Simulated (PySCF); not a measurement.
Compound: C5H5F2O (charge +1).
Cartesian coordinates in Å at the GFN2-xTB level; atoms count from 1:
```
atom  x, y, z in Å
C1    -2.5059   -0.1013    0.2162
C2    -1.1376   -0.1573   -0.2022
C3    -0.1694   -0.4560   -1.1429
C4     0.2207    0.0589    0.0803
O5     1.1257    0.4530    0.8928
C6     2.4773    0.3865    0.4634
F7     2.6133    1.1187   -0.6362
F8     2.7638   -0.8723    0.1508
H9    -2.6586    0.6297    1.0095
H10   -3.1682    0.0838   -0.6309
H11   -2.7839   -1.0835    0.6166
H12    0.1016   -0.8160   -2.1128
H13    3.1170    0.7564    1.2778
```

Method used: TDDFT PBE0/def2-SVPD, vertical, gas phase, core orbitals frozen in the response in PySCF 2.14.0, density-fitted response routines.

Kohn–Sham orbitals with the atoms that hold most of them (Löwdin shares over 4%, at most four atoms; ? is withheld):

| orbital | ε (eV) | atoms |
| --- | --- | --- |
| LUMO+2 | -3.83 | C2 20%, C4 19%, C1 15%, C3 13% |
| LUMO+1 | -5.98 | C4 40%, C2 19%, O5 18%, C3 12% |
| LUMO | ? | ? |
| HOMO | -15.19 | ? |
| HOMO-1 | -15.27 | C4 18%, O5 17%, C2 15%, C1 13% |
| HOMO-2 | -15.94 | F7 15%, F8 15%, C3 14%, O5 11% |
| HOMO-3 | -16.36 | C1 18%, F7 14%, F8 14%, H9 9% |

**Question.** Which atoms hold the LUMO, and with what shares?

**Answer.** C3 (bonded to 2 C and H) 42%; C2 (bonded to 3 C) 33%; C4 (bonded to 2 C and O) 8%; C1 (bonded to C and 3 H) 6%.

**Question.** Which atoms hold the HOMO, and with what shares?

**Answer.** O5 (bonded to 2 C) 25%; C3 (bonded to 2 C and H) 20%; C2 (bonded to 3 C) 15%; C1 (bonded to C and 3 H) 12%. By element: carbon 47% or more, oxygen 25%.

**Question.** What is the LUMO energy, and the HOMO–LUMO gap?

**Answer.** ε(LUMO) = -6.73 eV; the gap is 8.47 eV (0.3112 hartree).

**Question.** How does S1 compare with the orbital gap of 8.47 eV?

**Answer.** S1 is at 6.75 eV (f = 0.0008), 1.72 eV below the gap, made of HOMO-1→LUMO (96%). Its leading pair isn't HOMO and LUMO; the energies of that pair differ by 8.54 eV. 

**Question.** Give energy, strength and leading configuration of S1, S2, S4, S5 and S6, and follow the Löwdin shares of the leading atoms from the occupied to the empty orbital.

**Answer.** 
- S1 (6.75 eV, f 0.0008), HOMO-1→LUMO (96%): C4 18% → 8%, O5 17% → at most 7%, C3 at most 13% → 42%, C2 15% → 33%
- S2 (7.18 eV, f 0.0003), HOMO-1→LUMO+1 (73%): C4 18% → 40%, O5 17% → 18%, C2 15% → 19%
- S4 (7.68 eV, f 0.165), HOMO→LUMO (96%): O5 25% → at most 7%, C3 20% → 42%, C2 15% → 33%
- S5 (8.22 eV, f 0.323), HOMO→LUMO+1 (94%): O5 25% → 18%, C3 20% → 12%, C4 at most 12% → 40%, C2 15% → 19%
- S6 (8.29 eV, f 0.0014), HOMO-2→LUMO+1 (72%): F7 15% → at most 12%, F8 15% → at most 12%, C4 at most 12% → 40%, C2 at most 12% → 19%

The run took 19 s wall (grids of density and orbitals included) on one thread, AMD EPYC 9R45 (x86_64), no GPU, shared host, and the process peaked at 0.85 GiB of memory.

One conformer stands for the species.
